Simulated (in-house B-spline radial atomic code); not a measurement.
Results of a calculation; reference values are marked as such.
**Building a PAW p channel for N, r_c = 1.05 bohr**

N, [He] 2s2 2p3, non-relativistic LDA (VWN5), spherical and spin-unpolarised, from an all-electron radial atomic-structure program (B-spline basis) (atomic units; all potentials screened as in the neutral atom).

Two all-electron partial waves φ1, φ2 are integrated outwards at E1 = ε(2p) = -0.266297 and E2 = E1 + 1.5 hartree; φ1 is the bound orbital and φ2 has unit norm inside r_c = 1.0487 bohr. Smooth partners are polynomials, r^2(a0 + a1 r² + a2 r⁴ + a3 r⁶), matched to φ and three derivatives at r_c, with no condition on the norm. The local potential is -8.98201 + (16.5725) r² + (-14.1193) r⁴ + (4.62209) r⁶ inside 0.8586 bohr and the all-electron one outside.

```tsv
wave	φ(r_c)	φ'(r_c)	a0	a1	a2	a3
1	0.7755516	-0.08418562	2.629406	-3.308337	1.859885	-0.4024489
2	0.7432133	-2.333984	5.507777	-8.399931	4.76933	-1.024318
```

Inside r_c the overlaps are <φi φj> = [[0.35525, 0.58252], [0.58252, 1.00000]] and, for the smooth waves, [[0.29912, 0.45896], [0.45896, 0.73099]]. With χj = (Ej − T − V_local) applied to smooth wave j, the program's quadrature gives the matrix B_ij = <smooth i, χj> as [[-0.17135, -0.45376], [-0.26843, -0.71954]].

Task: Check the match of the first wave, and find the augmentation charges q_ij.

Result: At r_c the four terms are 2.89175, -4.00143, 2.47397, -0.58874, which sum to 0.7755, φ1(r_c) to rounding. q_ij is the all-electron overlap less the smooth one: [[0.05613, 0.12356], [0.12356, 0.26901]]. The smooth first wave has a norm of 0.2991 inside r_c against 0.3552, and q11 > 0 puts back the missing charge.

Task: B isn't symmetric. Show that D_ij = B_ij + Ej q_ij is.

Result: Integrating by parts gives B12 − B21 = (E1 − E2) q12: -0.45376 − (-0.26843) = -0.18534, and −1.5 × (0.12356) = -0.18533. So D12 = -0.45376 + (1.233703)(0.12356) = -0.30133 and D21 = -0.26843 + (-0.266297)(0.12356) = -0.30133; D11 = -0.18630, D22 = -0.38766. The projectors, p = (B⁻¹)ᵀ χ, are dual to the smooth waves; det B = 0.0015, small beside B11 B22, as the two smooth waves look alike inside r_c.

Solving (T + V_local + Σ p D p) ψ = E (1 + Σ p q p) ψ in a sphere of 9 bohr gives these levels:

```json
{"all-electron": "-0.266287", "one projector": "-0.266287", "two projectors": "-0.266287"}
{"all-electron": "0.087873", "one projector": "0.088043", "two projectors": "0.087873"}
{"all-electron": "0.348743", "one projector": "0.349717", "two projectors": "0.348743"}
{"all-electron": "0.754075", "one projector": "0.757549", "two projectors": "0.754075"}
{"all-electron": "1.292440", "one projector": "1.301740", "two projectors": "1.292440"}
```

Task: What does the second projector gain?

Result: With one projector the errors are 0.00, +0.17, +0.97, +3.47, +9.30 millihartree. With two the errors are 0.00, 0.00, 0.00, 0.00, 0.00 millihartree. The scattering is exact at E1 and at E2 = 1.234, and over all levels compared the largest error is under 0.01 millihartree. The lowest eigenvalue of the overlap operator is 1 with one and 0.9499 with two projectors. The smooth orbital alone needs a cutoff of 22 hartree for 1 millihartree of kinetic energy, against 43.8 for a norm-conserving Troullier-Martins orbital of the same radius; part of the gain comes from giving up the norm, part from the simpler form.
